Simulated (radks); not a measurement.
Question: The mean radii <r> (bohr) of the occupied orbitals of an atom or ion are listed with their occupations. All-electron calculation, Dirac Kohn-Sham, LDA (Slater exchange, Perdew-Wang correlation), spin-unpolarised, spherical densities, point nucleus. Program: a radial shooting solver on a logarithmic mesh with Libxc functionals.

orbital  occ.      <r>
1s1/2       2  0.05038
2s1/2       2   0.2264
2p1/2       2   0.1961
2p3/2       4   0.1995
3s1/2       2   0.6788
3p1/2       2   0.7002
3p3/2       4   0.7106
3d3/2       4   0.8175
3d5/2       5   0.8225
6f5/2       1    15.38

Name the element and its charge. Open shells, if any, fill j = l - 1/2 first.

Answer: Z = 30, zinc, charge +2: Zn2+ in [Ar] 3d9 6f1. The 1s radius gives Z: for a bare nucleus <r> = (2 gamma + 1)/(2Z) with gamma = sqrt(1 - (Z/c)^2), 0.04919 bohr for Z = 30, and screening makes it slightly larger (0.05038 here). The occupations add up to 28, and the charge is Z minus that.
